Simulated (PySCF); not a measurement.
# Reading the logs of faulty runs: BH7OSi2

These are calculations, not measurements. They come from PySCF 2.14.0, an open-source quantum chemistry program, on an isolated molecule that a program drew, which may never have been made. The molecule is BH7OSi2 (charge 0, singlet), drawn as the SMILES string `O[SiH2]B[SiH3]`.

Each row is a Hartree-Fock (HF) and frozen-core CCSD(T) single point in the cc-pV(D+d)Z basis, meant for a local HF minimum. Run 1 is clean. Each other run has one planted mistake out of seven kinds, and not every kind appears here: one electron removed, one electron added, multiplicity raised by two, geometry at a saddle point, minimal basis STO-3G, one bond length entered in bohr, all coordinates scaled. The reference is restricted for singlets and unrestricted otherwise, and also for a bond in bohr. Adding or removing an electron swaps singlet and doublet. Electrons count all cores. HOMO and LUMO are orbital energies over both spins, the gradient is its largest component, and the lowest frequency (negative if imaginary) is given only where the gradient is small. Bond lengths are over the 10 bonds as drawn. T1 is the CCSD diagnostic: over 0.02 (restricted) or 0.045 (unrestricted) a single reference is doubtful.

Geometry of the clean run:
```xyz
11
BH7OSi2, angstrom
O     1.8170   -0.1252   -2.9101
Si    2.3516   -0.5675   -1.4030
B     1.1833    0.1017    0.1214
Si   -0.6476    0.9734   -0.1149
H     0.9498   -0.3806   -3.1857
H     3.7200   -0.0181   -1.3036
H     2.4154   -2.0500   -1.2835
H     1.6198   -0.0055    1.2369
H    -0.4224    2.4384   -0.2373
H    -1.5641    0.7295    1.0259
H    -1.3287    0.5132   -1.3537
```

```
run  electrons  basis functions  <S^2>  HOMO (eV)  LUMO (eV)  gradient (hartree/bohr)  lowest frequency (cm^-1)  mean bond (Å)  longest bond (Å)      T1  HF (hartree)  CCSD(T) (hartree)                 mistake
  1         48              109  0.000     -10.47       0.86                  4.6e-06                        50         1.5306             2.042  0.0129    -681.49840         -682.04406                no fault
  2         48              109  0.000     -10.59       1.01                  1.2e-01                         -         1.3929             1.858  0.0125    -681.40176         -681.94132  all coordinates scaled
  3         47              109  0.770     -17.36      -7.97                  8.6e-02                         -         1.5306             2.042  0.0281    -681.15986         -681.69023    one electron removed
  4         48              109  2.020      -7.88      -1.48                  3.9e-02                         -         1.5306             2.042  0.0170    -681.40317         -681.94646                       ?
```

**Which mistake was planted in run 4, and what did it cost?**

Electrons, basis and geometry are unchanged, and <S^2> is 2.020, beside S(S+1) = 2.00 for a multiplicity of 3. So the mistake is: multiplicity raised by two. Subtracting run 1 and multiplying by 627.51 kcal/mol a hartree, the energy moved by 59.8 kcal/mol in HF and 61.2 kcal/mol in CCSD(T).

